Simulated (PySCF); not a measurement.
# Continuum solvent and chemical shifts

Bonds (- single, = double, # triple, : aromatic): C1-O2, O2-C3, C3=P4, P4-C5, C5-O6, O6-C7. C1 carries H8, H9, H10; C3 carries H11; C5 carries H12, H13; C7 carries H14, H15, H16. Stereochemistry as in CO/C=P\COC.

GIAO PBE0/pcSseg-1 in PySCF on one PBE0-D3(BJ)/def2-SVP conformer, non-relativistic, equivalent nuclei averaged. Solvents enter as an IEF-PCM continuum (dichloromethane with ε = 8.9, acetonitrile with ε = 35.7) around the gas-phase geometry. Shifts are referred to TMS computed in the same medium.

Gas phase, δ in ppm: C3 207.8, C5 67.5, C1 60.9, C7 58.1, H11 7.96, H12/H13 4.09, H8/H9/H10 3.72, H14/H15/H16 3.25. Dipole moment 2.33 D.

Task: How does each δ change in the continuum?

Result: 
| atoms | environment | Δδ, dichloromethane | Δδ, acetonitrile |
| --- | --- | --- | --- |
| C3 | carbon double-bonded to a heavier main-group atom | +6.4 | +7.5 |
| C5 | sp3 CH2 bonded to O and P | +0.4 | +0.5 |
| C1 | methyl carbon bonded to O | +1.7 | +2.0 |
| C7 | methyl carbon bonded to O | +0.6 | +0.7 |
| H11 | hydrogen on a carbon double-bonded to a heavier main-group atom | +0.35 | +0.42 |
| H12/H13 | hydrogen on an sp3 CH2 bonded to O and P | +0.10 | +0.11 |
| H8/H9/H10 | hydrogen on a methyl carbon bonded to O | +0.23 | +0.26 |
| H14/H15/H16 | hydrogen on a methyl carbon bonded to O | +0.07 | +0.09 |

Changes are relative to the gas phase. The dipole moment becomes 2.92 D in dichloromethane, 2.99 D in acetonitrile.

Task: Which of the listed nuclei move most (in ppm), and what does the model miss? (N and O are left out, as their reference compounds move with the solvent too.)

Result: C3 (carbon double-bonded to a heavier main-group atom, +7.5 ppm) in acetonitrile. A continuum only polarises the solute; specific hydrogen bonds, the anisotropy of aromatic solvents and changes of geometry or conformer are outside it.
